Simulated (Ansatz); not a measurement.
`[SiH3][SiH2][SiH2][GeH2][SiH2][GeH3]` + `[SiH3][SiH3]` → `[SiH3][SiH2][SiH2][GeH3]` + `[SiH3][SiH2][SiH2][GeH3]`  (formal exchange of groups at the Si–Ge bond)

Computed with Ansatz on PBE0-D4/def2-TZVP structures; ΔE is electronic, products minus reactants. CCSD(T)/CBS adds triple-zeta CCSD(T) − MP2 to the extrapolated MP2 energy (def2 sets, frozen cores). DFT in def2-TZVPP. For Ge outer-core shells are correlated without core-valence functions, which leaves a few kJ/mol of doubt a bond. Scalar relativity is left out up to krypton. One conformer a species, not always the lowest.

`[SiH3][SiH2][SiH2][GeH2][SiH2][GeH3]`:

Z-matrix (Å, degrees):
```
Si
Si 1 2.340
H 1 1.487 2 111.0
H 1 1.488 2 110.0 3 120.1
H 1 1.487 2 109.8 3 -120.2
Si 2 2.340 1 112.6 3 63.4
H 2 1.491 1 109.6 3 -58.3
H 2 1.491 1 108.0 3 -175.6
Ge 6 2.382 2 111.1 1 -80.2
H 6 1.489 2 109.5 1 40.4
H 6 1.490 2 109.8 1 158.8
Si 9 2.379 6 110.9 2 54.0
H 9 1.541 6 109.5 2 174.7
H 9 1.541 6 109.2 2 -67.5
Ge 12 2.379 9 109.5 6 52.0
H 12 1.488 9 109.0 6 -68.3
H 12 1.489 9 110.5 6 172.9
H 15 1.538 12 110.3 9 -49.0
H 15 1.538 12 111.8 9 -169.6
H 15 1.539 12 109.7 9 69.8
```

`[SiH3][SiH3]`:

Cartesian coordinates in Å:
```
Si 0.783 0.645 -0.581
Si -0.783 -0.645 0.581
H 0.764 0.300 -2.028
H 0.472 2.092 -0.432
H 2.151 0.396 -0.051
H -0.474 -2.092 0.429
H -2.151 -0.393 0.053
H -0.761 -0.303 2.028
```

`[SiH3][SiH2][SiH2][GeH3]`:

Z-matrix (Å, degrees):
```
Si
Si 1 2.338
H 1 1.488 2 109.9
H 1 1.488 2 111.3 3 120.6
H 1 1.488 2 109.5 3 -119.1
Si 2 2.337 1 109.6 3 58.5
H 2 1.490 1 110.1 3 -63.6
H 2 1.490 1 109.2 3 177.7
Ge 6 2.380 2 109.8 1 54.9
H 6 1.490 2 109.4 1 -64.6
H 6 1.490 2 110.8 1 176.1
H 9 1.538 6 110.1 2 -64.6
H 9 1.538 6 111.3 2 175.1
H 9 1.538 6 110.3 2 54.7
```

`[SiH3][SiH2][SiH2][GeH3]`:

Z-matrix (Å, degrees):
```
Si
Si 1 2.338
H 1 1.488 2 109.9
H 1 1.488 2 111.3 3 120.6
H 1 1.488 2 109.5 3 -119.1
Si 2 2.337 1 109.6 3 58.5
H 2 1.490 1 110.1 3 -63.6
H 2 1.490 1 109.2 3 177.7
Ge 6 2.380 2 109.8 1 54.9
H 6 1.490 2 109.4 1 -64.6
H 6 1.490 2 110.8 1 176.1
H 9 1.538 6 110.1 2 -64.6
H 9 1.538 6 111.3 2 175.1
H 9 1.538 6 110.3 2 54.7
```

CCSD(T)/CBS gives +0.20 eV.

Q: Another level gave +0.15 eV. Which?
A. BLYP/def2-TZVPP
B. ωB97M-V/def2-TZVPP
C. revPBE/def2-TZVPP
D. B2PLYP/def2-TZVPP

A: D. B2PLYP 0.15, ωB97M-V 0.20, BLYP 0.09, revPBE 0.04 eV.

Largest T1 diagnostic among the species: 0.013.

At CCSD(T), def2-SVP lies −0.04 eV from the extrapolated value and def2-TZVPP −0.00 eV. From BLYP to BHLYP (50 % exact exchange), in def2-TZVPP and without D4, ΔE moves by +0.04 eV. The D4 term adds +0.10 eV with B3LYP and +0.06 eV with PBE0; it sums over pairs of atoms, weighted by their polarisabilities, and B3LYP, whose exchange is more repulsive, gets the larger term.

B3LYP here is the variant with VWN-RPA as its local correlation; programs differ in this.
